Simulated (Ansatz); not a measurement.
C₂H₇GeNO, SMILES `[CH3][GeH]([NH2])[CH]=O`, relaxed with RKS PBE0-D4/def2-TZVP in Ansatz from a PBE-D4/def2-SVP geometry. The force threshold is 0.005 eV/Å; the program also tests the step.

Charge 0, multiplicity 1.

Start:

```xyz
12

C    -1.342   -0.861   -0.602
Ge   -0.185    0.483    0.228
N     0.345   -0.104    1.915
C     1.348    0.754   -1.084
O     1.311    0.277   -2.202
H    -1.062   -0.935   -1.673
H    -2.411   -0.587   -0.512
H    -1.185   -1.845   -0.118
H    -0.867    1.862    0.472
H     0.885   -0.978    1.888
H     0.901    0.586    2.433
H     2.262    1.348   -0.745
```

| step | energy (eV) | largest force (eV/Å) | largest move (Å) |
| --- | --- | --- | --- |
| 1 | -62231.9788 | 1.206 | 0.000 |
| 2 | -62232.0302 | 0.194 | 0.046 |
| 3 (rejected) | -62232.0107 | 0.783 | 0.069 |
| 4 | -62232.0375 | 0.108 | 0.035 |
| 5 (rejected) | -62232.0346 | 0.261 | 0.100 |
| 6 | -62232.0405 | 0.064 | 0.050 |
| 7 | -62232.0420 | 0.027 | 0.050 |
| 8 | -62232.0439 | 0.040 | 0.075 |
| 9 (rejected) | -62232.0427 | 0.238 | 0.110 |
| 10 | -62232.0453 | 0.031 | 0.055 |
| 11 | -62232.0463 | 0.075 | 0.055 |
| 13 | -62232.0475 | 0.023 | 0.042 |
| 15 | -62232.0485 | 0.091 | 0.062 |
| 17 | -62232.0494 | 0.010 | 0.028 |
| 19 | -62232.0496 | 0.030 | 0.034 |
| 21 (rejected) | -62232.0436 | 0.365 | 0.034 |
| 23 | -62232.0498 | 0.013 | 0.026 |
| 25 | -62232.0498 | 0.013 | 0.002 |
| 27 | -62232.0499 | 0.009 | 0.013 |
| 29 (rejected) | -62232.0497 | 0.075 | 0.014 |
| 31 (rejected) | -62232.0500 | 0.007 | 0.008 |
| 33 | -62232.0500 | 0.006 | 0.013 |
| 35 (rejected) | -62232.0500 | 0.005 | 0.003 |
| 36 | -62232.0500 | 0.003 | 0.002 |

End:

```xyz
12

C    -1.358   -0.848   -0.609
Ge   -0.182    0.484    0.169
N     0.301   -0.040    1.868
C     1.423    0.669   -1.036
O     1.484    0.139   -2.114
H    -1.598   -0.578   -1.637
H    -2.277   -0.923   -0.028
H    -0.863   -1.820   -0.617
H    -0.824    1.877    0.328
H     0.840   -0.893    1.919
H     0.758    0.669    2.425
H     2.297    1.264   -0.667
```

It took 5.6 min on 4 threads of an Intel Xeon on a shared host, with 0.66 GiB of host memory at the peak.
